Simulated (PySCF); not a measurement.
# From a computed spectrum to the compound

A species of 4 atoms with charge 3 has these harmonic modes (PBE0, small Gaussian bases with core potentials, PySCF 2.14.0):

```csv
cm⁻¹,km/mol,symmetry
489,17.8,a1
702,100.5,b2
758,432.4,b1
1652,178.9,a1
3363,825.0,a1
3368,620.2,b2
```

Problem. Which species is it, and in which structure?

Solution. [Yb(H2O)]3+ (singlet in the valence; each metal's 4f electrons, 13 of them, lie in its core potential, out of spins and levels):
```xyz
4

Yb    0.0000    0.0000   -0.2055
O     0.0000    0.0000    1.9141
H     0.7815    0.0000    2.5458
H    -0.7815    0.0000    2.5458
```
Ideal gas at 298.15 K and 1 bar: S = 265.4 J/(mol K), Cp = 45.3 J/(mol K), H − H(0 K) = 11.1 kJ/mol (rigid rotor, harmonic modes, spin degeneracy alone, that of the 4f electrons in the core included). An lcecp potential fixes the number of 4f electrons, so in runs with it no electron can move into or out of that shell.
 Other answers can fit too; this one was computed.
